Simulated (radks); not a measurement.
Valence configurations of Ne IV (all share [He]). Method: non-relativistic Kohn-Sham, TPSS, spin-polarised, spherical densities, point nucleus; open shells are filled with parallel spins first; meta-GGA in the generalised Kohn-Sham scheme; computed with a radial shooting solver on a logarithmic mesh with Libxc functionals. Energies are relative to 2s2 2p3; eigenvalues in eV for spin up.

valence      E (eV)  moment (Bohr magnetons)    e(2p)    e(2s)
2s2 2p3       0.000                        3  -84.158  -107.29
2s1 2p4      23.462                        3  -83.496  -106.99
2s1.5 2p3.5  11.839                        3  -83.838  -107.15
2s0.5 2p4.5  39.186                        2  -82.180  -105.60
2p5          53.199                        1  -80.664        -

NIST lists [He] 2s2 2p3 as the ground configuration; this level of theory agrees among the configurations tried. The energies are those of spherical high-spin densities, not of single terms.
